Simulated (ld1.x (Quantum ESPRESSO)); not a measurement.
Configuration tests for Cr (PAW)

ld1.x (Quantum ESPRESSO) 7.5 input, shortened:

```
&input
   title='Cr', zed=24., rel=1, dft='PBESOL', iswitch=3,
   config='[Ar] 3d5 4s0.5 4p0.5'
 /
 &inputp
   pseudotype=3, lpaw=.true., tm=.true., lloc=-1, rcloc=1.90,
   nlcc=.true., new_core_ps=.true.,
   which_augfun='PSQ', rmatch_augfun_nc=.true.
 /
6
3S  1  0   2.00   0.00  1.25  1.70  0.0
4S  2  0   0.50   0.00  1.25  1.70  0.0
3P  2  1   6.00   0.00  1.35  1.60  0.0
4P  3  1   0.50   0.00  1.35  1.60  0.0
3D  3  2   5.00   0.00  1.75  2.40  0.0
3D  3  2   0.00   1.70  1.75  2.40  0.0
 &test
   configts(1)='3s2 3p6 3d5 4s0.5 4p0.5'
 /
```

Energies are relative to the spin-unpolarised reference configuration 3s2 3p6 3d5 4s0.5 4p0.5; without spin polarisation the order of configurations can differ from experiment. Not all tests gave a result: 1 of 7 tests not solved or not reliable. Left out of the table: 3s2 3p6 3d4 4s0 4p0 (solver errors, printed error -1672 eV). The frozen-core shift is the all-electron ΔE with the core orbitals held at their reference shape minus the fully relaxed ΔE.

Give the all-electron excitation energy and the error of the potential for: 3s2 3p6 3d5 4s1 4p0; 3s2 3p6 3d5 4s0 4p0; 3s2 3p6 3d5 4s0.5 4p0; 3s2 3p6 3d4 4s2 4p0; 3s2 3p5 3d5 4s1 4p0; 3s2 3p6 3d4 4s1 4p1.

```csv
valence configuration,charge,ΔE all-electron (eV),error AE − PS (meV),frozen-core shift (meV)
3s2 3p6 3d5 4s1 4p0,0,-1.551,+0.1,-0.2
3s2 3p6 3d5 4s0 4p0,+1,5.322,-1.9,+0.8
3s2 3p6 3d5 4s0.5 4p0,+0.5,1.156,-0.3,+0.2
3s2 3p6 3d4 4s2 4p0,0,-1.645,-1.7,-2.3
3s2 3p5 3d5 4s1 4p0,+1,49.865,-23,+14
3s2 3p6 3d4 4s1 4p1,0,1.985,+0.2,-2.0
```

A variational frozen-core shift is positive and of second order in the change. This column holds negative values, so the frozen-core run of ld1.x carries numerical noise or an error of first order here, and the column gives no more than the rough size of the effect.
